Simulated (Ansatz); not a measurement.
C2H10In2SSi, SMILES `C[S][In]([CH3])[SiH2][InH2]`, 16 atoms. The species carries charge 0 and has multiplicity 1. Correlated methods include outer-core shells of In, which these sets cover unevenly. In takes the def2 core potential. Hardware: A = 2 threads of an AMD EPYC 7R13 on a shared host and a share of an NVIDIA H100 80 GB; B = 2 threads of an AMD EPYC 7R13 on a shared host. Correlated methods freeze the cores.

Question: How many basis functions does each run have, and how long does it take in Ansatz? RHF-CCSD(T)/def2-SVP energy [A]; RHF-MP2/def2-QZVPP energy [A]; direct RPA on PBE orbitals/def2-TZVPP energy [A]; RKS B3LYP-D4/def2-TZVPP energy and forces [A]; RKS PBE0-D4/def2-QZVPP energy [A]; RHF-CCSD(T)/def2-TZVPP energy [A]; RKS PBE0-D4/def2-TZVPP energy [A]; RKS ωB97M-V/def2-SVP energy [B]; RKS BHLYP-D4/def2-TZVPP energy [A]; RKS PBE0-D4/def2-TZVP relaxation (52 steps) [A]; RKS BLYP-D4/def2-TZVPP energy [A]; RKS PBE0-D4/def2-TZVP frequencies [A]. (Best estimate.)

Answer: Computed: Other jobs shared the machine, so times are rough.

```csv
level,job,functions,wall time,peak host memory (GiB)
RKS BLYP-D4/def2-TZVPP,energy [A],386,4.1 s,0.87
RKS PBE0-D4/def2-TZVPP,energy [A],386,6 s,0.89
direct RPA on PBE orbitals/def2-TZVPP,energy [A],386,6 s,1.8
RKS B3LYP-D4/def2-TZVPP,energy and forces [A],386,6.5 s,0.99
RKS BHLYP-D4/def2-TZVPP,energy [A],386,7.5 s,0.9
RHF-CCSD(T)/def2-SVP,energy [A],166,8 s,0.89
RKS PBE0-D4/def2-QZVPP,energy [A],718,11 s,1.3
RHF-MP2/def2-QZVPP,energy [A],718,14 s,1.3
RKS ωB97M-V/def2-SVP,energy [B],166,20 s,0.89
RHF-CCSD(T)/def2-TZVPP,energy [A],386,52 s,1.7
RKS PBE0-D4/def2-TZVP,relaxation (52 steps) [A],296,2.1 min,1
RKS PBE0-D4/def2-TZVP,frequencies [A],296,3.8 min,1
```

B3LYP here is the variant with VWN-RPA as its local correlation; programs differ in this.
